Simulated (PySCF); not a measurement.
H2Zn, SMILES [ZnH2] (connectivity only; charge and spin as stated), charge +1, multiplicity 2. Atoms are numbered in the order given.

```xyz
3

Zn     0.0000     0.0000     0.0000
H      0.0000     0.0000    -1.6513
H      0.0000     0.0000     1.6513
```
Charge +1, spin multiplicity 2.

Geometry: TPSSh-D3(BJ)/def2-TZVPD. A frequency run showed that this geometry is not a minimum. The spin state was assumed, not searched. The isomer is the one that the SMILES or the coordinates give; other isomers of the formula were not compared.

Computed with C-PCM-PBE0/def2-TZVPD (PySCF).

The values are the electrostatic part of the solvation free energy, E(continuum) − E(gas) at the gas-phase geometry, in a cavity of scaled van der Waals radii (PySCF's table); cavitation and dispersion terms are not included. A continuum can't describe solvent molecules that bind to the metal.

Computed values in water (ε = 78.36), 1-octanol (ε = 9.86), toluene (ε = 2.37):
| solvent | ε | ΔG(elec) (kcal/mol) |
|---|---|---|
| water | 78.36 | -95.2 |
| 1-octanol | 9.86 | -86.4 |
| toluene | 2.37 | -55.1 |
